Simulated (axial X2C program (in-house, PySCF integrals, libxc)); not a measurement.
**Which molecule has these constants?**

Computed with an in-house all-electron X2C program for linear molecules (integrals from PySCF), spin-free (one-electron X2C) or two-component (2c: spin–orbit coupling with atomic mean-field Coulomb and Gaunt terms, which also bring small scalar terms), in Dyall basis sets with cores contracted in-house; open shells are unrestricted.

A two-component CCSD(T) calculation in a Dyall 3-zeta basis gave Re = 1.507 Å, ωe = 1947.4 cm⁻¹, De = 2.50 eV, Ω = 0.

Question: Which molecule is it?
A. LiZn⁺
B. NaZn⁺
C. ZnH⁺

Answer: C. The others have NaZn⁺ 3.101 Å and 114.5 cm⁻¹ (Ω = 0); LiZn⁺ 2.718 Å and 246.3 cm⁻¹ (Ω = 0).

Frozen shells (counts by l): ZnH⁺ Zn 3s2p, H none, 12 electrons correlated; NaZn⁺ Zn 3s2p, Na 2s1p, 12 electrons correlated; LiZn⁺ Zn 3s2p, Li 1s, 12 electrons correlated. Coupled cluster in natural virtuals with an MP2 remainder. Where the outer core of a metal is frozen, bonds come out longer and ionisation energies lower.

Each entry is the lowest single determinant of a limited PBE0 search at one distance. De goes to single-determinant-based atoms at the same level (for ions the charge split of lowest energy) and is withheld (n/a) where an atom does not fit its ground term or J level. Main or longest-lived isotopes.
